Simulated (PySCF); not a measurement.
Al⁺: ionisation energy

Al⁺ [Ne] 3s2 (1S) → Al²⁺ [Ne] 3s1 (2S), as a difference of total energies. Computed with PySCF 2.14 in def2-SVP, with no relativity, point nucleus. Correlated levels: valence: [Ne] frozen. The calculations carry no spin-orbit coupling.

```tsv
method	ionisation energy (eV)
UHF	17.481
BP86	18.855
PBE	18.771
MP2 (valence)	18.173
SCS-MP2 (valence)	18.312
CCSD (valence)	18.519
```

Errors of the correlated levels include the incompleteness of this basis and the frozen core.

With two correlated electrons CCSD is exact in that space.

**Question.** Which method comes closest to the reference value, and which is furthest?

**Answer.** The reference is 18.829 eV (measured; NIST Atomic Spectra Database, ionization energies). Closest: BP86 (error 0.026 eV); furthest: UHF (error -1.348 eV).
